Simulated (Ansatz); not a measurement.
A calculation with Ansatz (development build ahead of 0.2.0).

```yaml
crystal:
  periodic: [false, false, false]
  atoms:
    - { symbol: Cr, position_ang: [0.0, 0.0, 0.0] }
    - { symbol: F, position_ang: [0.0, 0.0, 1.78] }
    - { symbol: F, position_ang: [0.0, 0.0, -1.78] }
basis:
  gaussian: { orbitals: def2-SVP }
magnetization:
  initial_magnetization: 4
hamiltonian:
  xc: pbe0
output:
  forces: true
```

The input is written out in the form of the current development build from the run's settings.

The run gave:

```yaml
Converged: yes
Total_energy: -1243.51762 hartree
Spin_squared_of_the_determinant: 6.000
Stability_test: minimum among restricted orbitals
```

Forces (eV/Å):
| atom | Fx | Fy | Fz |
| --- | --- | --- | --- |
| Cr1 | 0.000 | 0.000 | 0.000 |
| F2 | 0.000 | 0.000 | 0.408 |
| F3 | 0.000 | 0.000 | -0.408 |

Caution: no unrestricted run beside it, a lower state can exist; other spin multiplicities were not run.
